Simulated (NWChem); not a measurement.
Molecule: AlHSClF; SMILES [F][Al]([SH])[Cl]

```xyz
5

Al     0.3433     0.0304     0.0000
Cl    -0.6617     1.8520     0.0000
F      2.0005     0.0215     0.0000
S     -0.7273    -1.8443     0.0000
H      0.4190    -2.5636     0.0000
```
Atoms are numbered in this order, from 1.

Program: NWChem. Structure relaxed at the PBE0/def2-SVP level. Vertical excitations in the gas phase; the lowest state need not have the same character in each row.

```csv
level,"lowest excitation, singlet (eV)",oscillator strength of that lowest state,orbital gap (eV)
"PBE/def2-SVP, TDA",5.30,0.029,5.18
"B3LYP/def2-SVP, TDA",5.66,0.034,6.72
"PBE0/def2-SVP, TDA",5.90,0.037,7.29
"BHandHLYP/def2-SVP, TDA",6.26,0.044,9.14
```
